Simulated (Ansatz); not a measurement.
Cost and result for the atomization energy of C₂H₅BOSe (`BC(=[Se])CO`) (10 atoms, 9 bonds).

Cartesian coordinates in Å:
```
B -1.2338 -0.0702 1.2484
C -0.2191 0.1587 0.1380
Se -0.5550 1.9085 0.1840
C 0.7587 -0.5378 -0.6986
O 1.4705 0.2301 -1.6111
H -2.3646 -0.3336 0.9625
H -0.8576 -0.1179 2.3830
H 0.2208 -1.3375 -1.2304
H 1.4337 -1.0609 0.0030
H 1.3466 1.1606 -1.3787
```

The species carries charge 0 and has multiplicity 1. Correlated methods include outer-core shells of Se, which these sets cover unevenly. Scalar relativity is left out up to krypton. The structure was optimised at the PBE0-D4/def2-TZVP level. It is one conformer, not always the lowest. Program: Ansatz. All runs use 4 threads of an Arm Neoverse V1 on a shared host. Times are those of one run each, without the atoms' runs, and a repeat can differ threefold. Electronic energies, without spin–orbit coupling; frozen cores. CCSD(T)/CBS adds CCSD(T) − MP2 in def2-TZVPP to the MP2 limit, and its time is that of the two runs behind it. T1 = 0.019; the RHF reference is unstable towards UHF. With those shells the extrapolation isn't a true limit. HSE06 is the plane-wave form, built on full-range PBE exchange.

CCSD(T)/CBS is a level of theory with its own doubt, some kJ/mol a heavy atom from the limit and from the frozen cores, so smaller differences don't rank the functionals.

| level | functions | wall time | atomization (kJ/mol) | difference from CCSD(T)/CBS | per bond |
| --- | --- | --- | --- | --- | --- |
| BLYP-D4/def2-TZVPP | 242 | 2.6 s | 3725.8 | 25.2 | 2.8 |
| PBE-D4/def2-TZVPP (with forces) | 242 | 2.9 s | 3837.9 | 137.3 | 15.3 |
| HSE06-D4/def2-TZVPP | 242 | 3.8 s | 3741.7 | 41.1 | 4.6 |
| r2SCAN-D4/def2-TZVPP (with forces) | 242 | 5.5 s | 3742.9 | 42.3 | 4.7 |
| r2SCANh-D4/def2-TZVPP | 242 | 6 s | 3709.5 | 8.9 | 1.0 |
| B2PLYP/def2-TZVPP | 242 | 8 s | 3668.6 | -32.0 | -3.6 |
| PBE-QIDH/def2-TZVPP | 242 | 8.5 s | 3691.8 | -8.8 | -1.0 |
| ωB97X-V/def2-TZVPP | 242 | 9 s | 3696.5 | -4.1 | -0.5 |
| CCSD(T)/def2-SVP | 113 | 11 s | 3495.1 | -205.5 | -22.8 |
| ωB97M-V/def2-TZVPP (with forces) | 242 | 14 s | 3704.2 | 3.6 | 0.4 |
| MP2/def2-QZVPP | 467 | 43 s | 3746.9 | 46.3 | 5.1 |
| CCSD(T)/def2-TZVPP | 242 | 3.9 min | 3599.3 | -101.3 | -11.3 |
| CCSD(T)/CBS(def2) | – | 4.6 min | 3700.6 | 0.0 | 0.0 |

The D4 term adds +35.8 kJ/mol with B3LYP and +18.6 kJ/mol with PBE0; it sums over pairs of atoms, weighted by their polarisabilities, and B3LYP, whose exchange is more repulsive, gets the larger term. From r2SCAN to r2SCAN0 (25 % exact exchange), in def2-TZVPP and without D4, the atomization energy moves by −82.1 kJ/mol: exact exchange takes away binding that semilocal exchange gives to molecules. Leaving LDA and LC-ωPBE aside and taking each functional with its dispersion term where it has one, the values, not all of them listed here, spread over 273.0 kJ/mol, from BHLYP-D4 to PBE-D4. LDA lies +527.5 kJ/mol from PBE without D4, its usual overbinding.

B3LYP here is the variant with VWN-RPA as its local correlation; programs differ in this.

For some Ge, Se and Sn compounds the MP2-based and the directly extrapolated limit differ by 10 to 25 kJ/mol.
